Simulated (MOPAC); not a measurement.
MOPAC input (MNDO):

```
MNDO 1SCF GEO-OK AUX(PRECISION=9) THREADS=1
C2H10P2Si

C    -0.89760600 1    0.78145500 1    1.74876200 1
Si   -0.21881000 1    0.30457500 1    0.06396200 1
C    -0.73372800 1    1.55934600 1   -1.23537800 1
P    -0.92833600 1   -1.80209400 1   -0.39955700 1
P     2.04947600 1    0.33331700 1    0.18998500 1
H    -1.98982100 1    0.79912500 1    1.73400400 1
H    -0.58340200 1    0.07294400 1    2.51687400 1
H    -0.54742900 1    1.77465500 1    2.03784900 1
H    -0.33617600 1    1.29589000 1   -2.21678000 1
H    -0.37058900 1    2.55677700 1   -0.97665800 1
H    -1.82213800 1    1.60162700 1   -1.31425700 1
H    -0.45531300 1   -1.77806400 1   -1.73719700 1
H    -2.24769300 1   -1.41456100 1   -0.76184600 1
H     2.24391200 1   -0.31893200 1   -1.05560800 1
H     2.14289900 1   -0.86667000 1    0.94141900 1
```

From the output:

```
                                                       MOPAC v23.2.5 Linux

          FINAL HEAT OF FORMATION =         -4.04485 KCAL/MOL =     -16.92367 KJ/MOL

          COSMO AREA              =        159.86 SQUARE ANGSTROMS
          COSMO VOLUME            =        163.52 CUBIC ANGSTROMS

          IONIZATION POTENTIAL    =         10.000771 EV
          HOMO LUMO ENERGIES (EV) =        -10.001 -0.598
          NO. OF FILLED LEVELS    =         16
          MOLECULAR WEIGHT        =        124.1340         POINT GROUP:  C1

          MOLECULAR DIMENSIONS (Angstroms)

            Atom       Atom       Distance
            H    14    H     6     5.19196
            H    11    H    15     4.51500
            H    13    H     8     4.20505

          SCF CALCULATIONS        =          1

   ATOM   CHEMICAL          X               Y               Z
  NUMBER   SYMBOL      (ANGSTROMS)     (ANGSTROMS)     (ANGSTROMS)

     1       C         -0.89760600  *   0.78145500  *   1.74876200  *
     2      Si         -0.21881000  *   0.30457500  *   0.06396200  *
     3       C         -0.73372800  *   1.55934600  *  -1.23537800  *
     4       P         -0.92833600  *  -1.80209400  *  -0.39955700  *
     5       P          2.04947600  *   0.33331700  *   0.18998500  *
     6       H         -1.98982100  *   0.79912500  *   1.73400400  *
     7       H         -0.58340200  *   0.07294400  *   2.51687400  *
     8       H         -0.54742900  *   1.77465500  *   2.03784900  *
     9       H         -0.33617600  *   1.29589000  *  -2.21678000  *
    10       H         -0.37058900  *   2.55677700  *  -0.97665800  *
    11       H         -1.82213800  *   1.60162700  *  -1.31425700  *
    12       H         -0.45531300  *  -1.77806400  *  -1.73719700  *
    13       H         -2.24769300  *  -1.41456100  *  -0.76184600  *
    14       H          2.24391200  *  -0.31893200  *  -1.05560800  *
    15       H          2.14289900  *  -0.86667000  *   0.94141900  *

                             CARTESIAN COORDINATES

   1    C       -0.897606000     0.781455000     1.748762000
   2   Si       -0.218810000     0.304575000     0.063962000
   3    C       -0.733728000     1.559346000    -1.235378000
   4    P       -0.928336000    -1.802094000    -0.399557000
   5    P        2.049476000     0.333317000     0.189985000
   6    H       -1.989821000     0.799125000     1.734004000
   7    H       -0.583402000     0.072944000     2.516874000
   8    H       -0.547429000     1.774655000     2.037849000
   9    H       -0.336176000     1.295890000    -2.216780000
  10    H       -0.370589000     2.556777000    -0.976658000
  11    H       -1.822138000     1.601627000    -1.314257000
  12    H       -0.455313000    -1.778064000    -1.737197000
  13    H       -2.247693000    -1.414561000    -0.761846000
  14    H        2.243912000    -0.318932000    -1.055608000
  15    H        2.142899000    -0.866670000     0.941419000

           Empirical Formula: C2 H10 Si P2  =    15 atoms

      MOLECULAR POINT GROUP   :   C1

                  EIGENVALUES
 -33.50895 -29.91115 -21.87993 -20.51866 -15.23584 -14.78557 -14.71465 -14.46779
 -14.40399 -13.96245 -13.78114 -12.58614 -12.15419 -11.81504 -10.76051 -10.00077
  -0.59800  -0.51887   1.05498   1.24871   1.28020   1.34703   1.55132   2.12076
   3.66188   3.71424   3.84697   3.90713   5.41729   5.59708

              NET ATOMIC CHARGES AND DIPOLE CONTRIBUTIONS

  ATOM NO.   TYPE          CHARGE      No. of ELECS.   s-Pop       p-Pop
    1          C          -0.250611        4.2506     1.25462     2.99599
    2         Si           0.957577        3.0424     1.09712     1.94530
    3          C          -0.265659        4.2657     1.25646     3.00920
    4          P          -0.211881        5.2119     1.82806     3.38382
    5          P          -0.199992        5.2000     1.82650     3.37349
    6          H           0.006001        0.9940     0.99400
    7          H           0.017549        0.9825     0.98245
    8          H           0.014901        0.9851     0.98510
    9          H           0.008583        0.9914     0.99142
   10          H           0.022703        0.9773     0.97730
   11          H           0.005980        0.9940     0.99402
   12          H          -0.032251        1.0323     1.03225
   13          H          -0.026159        1.0262     1.02616
   14          H          -0.030860        1.0309     1.03086
   15          H          -0.015880        1.0159     1.01588
 DIPOLE           X         Y         Z       TOTAL
 POINT-CHG.    -0.409     1.085     0.611     1.311
 HYBRID        -1.455    -0.131    -1.842     2.351
 SUM           -1.864     0.955    -1.231     2.429

          ATOMIC ORBITAL ELECTRON POPULATIONS

     Atom    s        px        py        pz
    1  C   1.25462   0.96303   0.96392   1.06904
    2 Si   1.09712   0.62169   0.62535   0.69827
    3  C   1.25646   0.95657   1.03027   1.02236
    4  P   1.82806   1.00375   1.31363   1.06643
    5  P   1.82650   1.26579   1.12710   0.98060
    6  H   0.99400
    7  H   0.98245
    8  H   0.98510
    9  H   0.99142
   10  H   0.97730
   11  H   0.99402
   12  H   1.03225
   13  H   1.02616
   14  H   1.03086
   15  H   1.01588

 **********************
 *                    *
 * JOB ENDED NORMALLY *
 *                    *
 **********************

 == MOPAC DONE ==
```

The geometry given is a B3LYP-D3(BJ)/def2-TZVP minimum.
